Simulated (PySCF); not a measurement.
# Partial charges of `CCCC[C@@](C)([S-])C#N`

C7H12NS (charge -1).
Cartesian coordinates in Å at the GFN2-xTB level; atoms count from 1:
```xyz
21
C7H12NS angstrom
C      3.231   -0.444    0.310
C      2.030    0.461    0.062
C      0.716   -0.296    0.211
C     -0.500    0.575   -0.082
C     -1.805   -0.239   -0.068
C     -3.007    0.671   -0.339
S     -1.761   -1.621   -1.267
C     -1.974   -0.933    1.175
N     -2.123   -1.544    2.142
H      4.167    0.104    0.196
H      3.193   -0.856    1.317
H      3.227   -1.272   -0.395
H      2.053    1.298    0.769
H      2.094    0.879   -0.946
H      0.689   -1.141   -0.482
H      0.634   -0.699    1.225
H     -0.569    1.392    0.650
H     -0.397    1.015   -1.079
H     -2.910    1.102   -1.335
H     -3.926    0.087   -0.307
H     -3.071    1.476    0.399
```

Density: PBE0/pcSseg-1 (PySCF); schemes: Mulliken, IAO, Hirshfeld and ESP-fitted. One conformer (not necessarily the lowest) at the GFN2-xTB geometry, without solvent, vibrations or thermal averaging. The pcSseg-1 basis has no diffuse functions, a weakness for an anion.

Question: Give the atomic charges in each scheme.

Answer: In e; atoms taken as equivalent share a row and are averaged (×n: the atom named and its like, n in all):

| atom | environment | Mulliken | IAO | Hirshfeld | ESP-fitted |
| --- | --- | --- | --- | --- | --- |
| C1 | methyl carbon | -0.256 | -0.413 | -0.123 | -0.355 |
| C2 | chain CH2 carbon | -0.267 | -0.241 | -0.070 | +0.307 |
| C3 | chain CH2 carbon | -0.215 | -0.258 | -0.083 | +0.034 |
| C4 | chain CH2 carbon | -0.068 | -0.238 | -0.078 | -0.407 |
| C5 | sp3 carbon bound to sulfur | -0.634 | -0.057 | +0.004 | -0.094 |
| C6 | methyl carbon | -0.093 | -0.402 | -0.137 | -0.606 |
| S7 | thiolate sulfur | -0.503 | -0.679 | -0.522 | -0.687 |
| C8 | nitrile carbon | +0.238 | +0.150 | +0.057 | +0.593 |
| N9 | nitrile nitrogen | -0.339 | -0.359 | -0.320 | -0.647 |
| H10/H11/H12 | methyl hydrogen | +0.097 | +0.128 | +0.031 | +0.064 |
| H13 | methylene hydrogen | +0.088 | +0.111 | +0.021 | -0.087 |
| H14 | methylene hydrogen | +0.097 | +0.118 | +0.027 | -0.066 |
| H15 | methylene hydrogen | +0.123 | +0.153 | +0.010 | +0.009 |
| H16 | methylene hydrogen | +0.113 | +0.124 | +0.023 | +0.032 |
| H17 | methylene hydrogen | +0.074 | +0.099 | +0.014 | +0.107 |
| H18 | methylene hydrogen | +0.095 | +0.125 | +0.023 | +0.165 |
| H19/H20/H21 | methyl hydrogen | +0.086 | +0.128 | +0.020 | +0.170 |

Mean size of the charges over all atoms: ESP-fitted 0.233 e, IAO 0.205 e, Mulliken 0.179 e, Hirshfeld 0.079 e. Each set sums to the total charge, -1, to within 0.001 e. The IAO scheme counts the electrons in orthogonalised intrinsic atomic orbitals, a minimal basis polarised so that it spans the occupied orbitals exactly.

Some averages cover members that differ in this geometry: H19/H20/H21, Mulliken +0.061 to +0.105; H19/H20/H21, IAO +0.103 to +0.145; H19/H20/H21, ESP-fitted +0.151 to +0.185; H10/H11/H12, ESP-fitted +0.049 to +0.080 e.

Lowest charge. The schemes don't all agree: Mulliken C5 (-0.634); IAO S7 (-0.679); Hirshfeld S7 (-0.522); ESP-fitted S7 (-0.687).

Highest charge. The schemes don't all agree: Mulliken C8 (+0.238); IAO H15 (+0.153); Hirshfeld C8 (+0.057); ESP-fitted C8 (+0.593).

Question: How many electrons does the Mulliken scheme count on N9?

Answer: Z − q = 7 − (-0.339) = 7.339.

Question: Sum the charges by element, for elements with more than one atom.

Answer: 
| element | atoms | Mulliken | IAO | Hirshfeld | ESP-fitted |
| --- | --- | --- | --- | --- | --- |
| C | 7 | -1.295 | -1.460 | -0.430 | -0.529 |
| H | 12 | +1.138 | +1.499 | +0.270 | +0.863 |

Question: How closely do the schemes follow one another over all atoms?

Answer: Correlation coefficient and root-mean-square difference: IAO with Hirshfeld 0.89, 0.139 e; Hirshfeld with ESP-fitted 0.78, 0.228 e; Mulliken with IAO 0.78, 0.160 e; IAO with ESP-fitted 0.77, 0.202 e; Mulliken with Hirshfeld 0.69, 0.167 e; Mulliken with ESP-fitted 0.58, 0.261 e.
